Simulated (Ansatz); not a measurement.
The same ligand exchange along the group Al, Ga, In.

Isolated molecules relaxed with PBE0-D4/def2-TZVP in Ansatz; ΔE leaves out vibrations. CCSD(T)/CBS is the MP2 limit (def2-TZVPP, def2-QZVPP) plus CCSD(T) − MP2 in def2-TZVPP, frozen cores. This one scheme is used for every species. DFT in def2-TZVPP. def2 core potentials past Kr. For Ga, Ge, In outer-core shells are correlated without core-valence functions, which leaves a few kJ/mol of doubt a bond. Scalar relativity is left out up to krypton. Each species was taken in one conformer, which may not be the lowest.

```csv
reaction,LDA (SPW92) (kJ/mol),B97M-V (kJ/mol)
`[Cl][AlH][GeH3]` + `S[SiH2]Cl` → `Cl[SiH2][S][GeH3]` + `[AlH2][Cl]`,-3,-27
`[Cl][GaH][GeH3]` + `S[SiH2]Cl` → `Cl[SiH2][S][GeH3]` + `[Cl][GaH2]`,2,-15
`[Cl][InH][GeH3]` + `S[SiH2]Cl` → `Cl[SiH2][S][GeH3]` + `[Cl][InH2]`,15,-3
```

**Question.** Give the CCSD(T)/CBS values in the same order. (Best estimate.)

**Answer.** The calculation gave: -17, -6, 12 kJ/mol.

Largest T1 diagnostic: 0.014, for `[Cl][InH2]`.
